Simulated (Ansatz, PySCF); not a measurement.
Sn(F)2(Cl)(NH2) (ClF2H2NSn), SMILES [NH2][Sn]([F])([F])[Cl].

Geometry: B3LYP-D3(BJ)/def2-SVP. The structure was generated by enumeration; whether it is a known compound was not checked. The def2 effective core potentials stand for the cores of Sn; spin–orbit coupling is left out. Other conformers were not sampled.

Vertical ionisation energy (IE) and electron affinity (EA) in eV. Rows of orbital energies are one-electron estimates. Where ΔSCF, EOM or ADC give a negative EA the extra electron is unbound and the value depends on the basis.

```tsv
level	IE	EA
−ε(HOMO), −ε(LUMO), M06-2X/def2-TZVP (PySCF)	10.51	1.70
−ε(HOMO), −ε(LUMO), PBE/def2-TZVP (PySCF)	7.46	3.72
ΔSCF, PBE0/def2-SVPD (Ansatz), final states of multiplicity 2 and 2	11.31	1.09
ΔSCF, PBE/def2-SVPD (Ansatz), final states of multiplicity 2 and 2	10.92	1.20
```

### Question
What vertical singlet–triplet gap does ΔSCF give with PBE0/def2-SVPD (Ansatz, a quantum-chemistry and plane-wave program) and with PBE/def2-SVPD (Ansatz)? (The exact figures need the calculation; the answer reports its results.)

### Answer
4.48 and 4.11 eV (triplet above singlet where positive).
